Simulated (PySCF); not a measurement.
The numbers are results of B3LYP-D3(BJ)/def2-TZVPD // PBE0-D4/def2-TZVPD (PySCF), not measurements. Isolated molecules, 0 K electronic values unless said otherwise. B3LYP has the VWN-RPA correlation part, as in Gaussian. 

Reference species (SMILES): `C=[C-]C#N` (charge -1, multiplicity 1).

The HOMO comes out as -0.17 eV.

Changed species: `[H]/[C-]=C\C#N` (not the most acidic site) (proton removed from C1; the reference has proton removed from C2).

Problem. Predict the effect on the HOMO.

Solution. the HOMO is nearly the same.
